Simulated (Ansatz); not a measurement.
A structure relaxed at B3LYP-D4/def2-SVP in Ansatz, charge 1, singlet:

Cartesian coordinates in Å:
```
Al -0.8262 0.4279 0.1353
Al -3.2913 1.9390 0.5516
Al 0.0801 -2.0147 -0.1000
Al 1.8112 -0.1986 -0.2652
H -1.6512 1.0318 1.4477
H 1.1723 -1.3738 -1.3650
H 3.1932 0.5272 -0.4287
H 1.4872 -1.4713 0.8637
H -1.9755 1.1326 -0.8395
```

(1) Give its formula and point group.

(2) Summarise the bond lengths by kind (pairs closer than 1.2 times the sum of covalent radii, bridged metal pairs left out).

## Answers

(1) Al4H5⁺ (the lowest singlet isomer of a short search). Point group Cs (tolerance 0.1 Å).

(2) 2 × Al–Al 2.62 to 2.74 Å; 7 × Al–H 1.57 to 1.79 Å.

The restricted singlet is unstable towards broken spin symmetry in Hartree–Fock (as tested in another run); at B3LYP-D4/def2-SVP this wasn't settled. The structure comes from a short search, and lower isomers may exist.
